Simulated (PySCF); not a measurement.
2,2-difluoro-1-silylethanone (C₂H₄F₂OSi), SMILES O=C([SiH3])C(F)F.

Geometry optimised at PBE-D3(BJ)/def2-SVP. The values are those of a single conformer.

These are PBE-D3(BJ)/def2-SVP in PySCF values and carry that method's errors.

Frequencies are harmonic and unscaled.

```
mode  ν (cm⁻¹)  IR (km/mol)  Raman (Å⁴/amu)  depolarisation  moving atoms (share of kinetic energy)
----  --------  -----------  --------------  --------------  --------------------------------------
1           27          1.4             0.3            0.75          F 42 %, H 33 %, O 15 %, Si 8 %
2           83          2.3             0.1            0.75                          H 65 %, F 24 %
3          140          3.2             0.0               –          F 38 %, Si 35 %, H 12 %, O 9 %
4          182          2.8             0.7            0.75                  F 59 %, O 18 %, C 12 %
5          321         24.6             3.5            0.46                 O 49 %, Si 28 %, H 15 %
6          411         10.6             2.0            0.70          F 51 %, O 21 %, C 14 %, H 13 %
7          454         13.5             6.3            0.75                   H 65 %, C 19 %, F 9 %
8          514         26.1            19.5            0.27          H 32 %, C 31 %, Si 21 %, F 9 %
9          581          3.3             9.3            0.35          F 45 %, C 22 %, H 18 %, O 10 %
10         671         15.5             7.7            0.63           H 34 %, C 29 %, F 20 %, O 9 %
11         704          9.9             1.3            0.75                          C 59 %, H 25 %
12         850        156.1             6.3            0.75                          H 90 %, Si 9 %
13         898         40.0            21.9            0.75                                  H 96 %
14         906         27.3            22.5            0.75                                  H 97 %
15        1071        177.0             2.5            0.75                   C 57 %, F 35 %, H 8 %
16        1092         19.4             2.0            0.52                          C 80 %, F 13 %
17        1119         46.8             4.0            0.42                  C 51 %, H 28 %, F 20 %
18        1278         37.9             6.2            0.50                          H 54 %, C 42 %
19        1315         19.2            12.0            0.75                          H 85 %, C 14 %
20        1753        114.8            19.6            0.66                          C 59 %, O 40 %
21        2177         26.5           230.9            0.02                                  H 99 %
22        2193         69.9            97.7            0.75                                  H 96 %
23        2200         75.9            80.1            0.74                                  H 96 %
24        2999         36.8           169.0            0.26                           H 92 %, C 8 %
```
